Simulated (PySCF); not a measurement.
An unknown is described by computed data only.

Formula: C2H3FO3S.

* Rotational structure: rotational constants A, B, C: 4.215, 1.851, 1.717 GHz [GFN2-xTB]
* UV, strongest line: among the 6 lowest singlet transitions: S4 at 7.43 eV (167 nm, f = 0.086) [TDDFT PBE0/def2-SVPD]
* NMR, other nuclei: isotropic shieldings of nuclei other than C and H, by class: 87 (2 O), 118 (1 O), 268 (1 F), 210 (1 S) ppm [GIAO PBE0/pcSseg-1]
* Polarisability: 54.7 au [PBE0/def2-SVPD]
* Triplet: lowest triplet excitation (Tamm–Dancoff): 4.27 eV [TDA PBE0/def2-SVPD]
* 1H NMR: chemical shifts (computed TMS as zero) by class: 7.20 (1 H), 6.32 (1 H), 5.62 (1 H) ppm [GIAO PBE0/pcSseg-1]
* 13C NMR: chemical shifts (computed TMS as zero) by class: 165.3 (1 C), 129.2 (1 C) ppm [GIAO PBE0/pcSseg-1]
* Dipole: 4.45 D [PBE0/def2-SVPD]
* UV, first state: lowest singlet excitation: 6.62 eV (187 nm, f = 0.051) [TDDFT PBE0/def2-SVPD]

The electronic properties come from PySCF, for the isolated species, density fitting. Levels stand in brackets. Geometry: GFN2-xTB, one conformer, isolated molecule. NMR classes are plain means over equivalent atoms (diastereotopic ones count apart unless rotation or inversion swaps them), as if these changed places fast.

Question: Propose a structure and show how it fits.

Answer: Numbering: `[O:1]=[S:2](=[O:3])([OH:4])/[CH:5]=[CH:6]\[F:7]`. 2 carbons fall into 2 classes; from least to most shielded: vinylic C–F carbon [C6] (165.3 ppm), alkene CH carbon [C5] (129.2 ppm). Hydrogen classes from least to most shielded: 1 H on a vinylic C–F carbon, C6 (7.20 ppm), 1 H on an alkene CH carbon, C5 (6.32 ppm), 1 H on a hydroxyl oxygen, O4 (5.62 ppm). The other shieldings belong to: 87 ppm, sulfonyl oxygen [O1/O3]; 118 ppm, hydroxyl oxygen [O4]; 268 ppm, vinyl fluorine [F7]; 210 ppm, sulfonyl sulfur [S2]. The optimised geometry has point group C1 and is an asymmetric top. Structure: `C(=C/F)/S(=O)(=O)O`. The assignments are read from this structure; whether some other isomer fits the data as well wasn't checked.

The values belong to the conformer `[O:1]=[S:2](=[O:3])([OH:4])/[CH:5]=[CH:6]\[F:7]`: O1–S2–C5–C6 59°, H–O4–S2–O1 -19°.
